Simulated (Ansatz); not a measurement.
Single points on CH3Cl3Si⁺, that is SiMeCl3 with one electron fewer.

```yaml
crystal:
  periodic: [false, false, false]
  atoms:
    - {symbol: Si, position_ang: [-0.001924, 0.002393, -0.793470]}
    - {symbol: C, position_ang: [0.002532, -0.003174, 1.053455]}
    - {symbol: H, position_ang: [-1.030043, 0.019704, 1.432613]}
    - {symbol: H, position_ang: [0.540980, 0.878699, 1.431437]}
    - {symbol: H, position_ang: [0.499382, -0.911330, 1.426141]}
    - {symbol: Cl, position_ang: [1.917265, -0.032738, -1.521394]}
    - {symbol: Cl, position_ang: [-0.931766, 1.686789, -1.509455]}
    - {symbol: Cl, position_ang: [-0.996426, -1.640332, -1.519317]}
basis:
  gaussian: {orbitals: def2-TZVP, initial_orbitals: start.molden}
total_charge: 1
magnetization: {spin_polarized: true, initial_magnetization: 1}
hamiltonian: {xc: lda}
scf: {omitted_lower_state_checks: [starts]}
output: {orbitals: {seedname: orbitals}}
```

The file start.molden holds the orbitals of an earlier run on this structure, at another level or in another basis.

```sh
$ ansatz run in.yaml --threads 2 --pin off --events-out ev --progress --plain --max-ram 4352MiB
```

It prints (some lines left out):

```
Functional definition: SPW92
1332 factors; their error is unknown
mean field evaluation 1: about -46364.0676 eV, gradient 2.4e1 eV
mean field evaluation 2: about -46364.5159 eV, gradient 5.9e-1 eV
mean field evaluation 4: about -46364.4985 eV, gradient 1.7e-1 eV
mean field evaluation 8: about -46364.4986 eV, gradient 2.2e-5 eV
mean field -46364.49861875 eV, -1703.8638972533 hartree, gradient 2.8e-6 eV, S^2 0.750974; 0 other end points of the search recorded, 0 dependent functions left out
reference -46364.49865519 eV, -1703.8638985923 hartree; 37, 36 occupied and 160, 161 virtual orbitals, 1332 factors
Total energy: -46364.49865519 eV, -1703.8638985923 hartree
Checks for a lower state left out: starts
```

It took 3.3 s on 2 threads of Intel Xeon Platinum 8488C on a shared host.

Geometry: PBE0-D4/def2-SVP, that of the neutral singlet.

The gap within one spin of the charge 1 doublet nearly closes, so an electron or hole may be smeared out by delocalisation error.
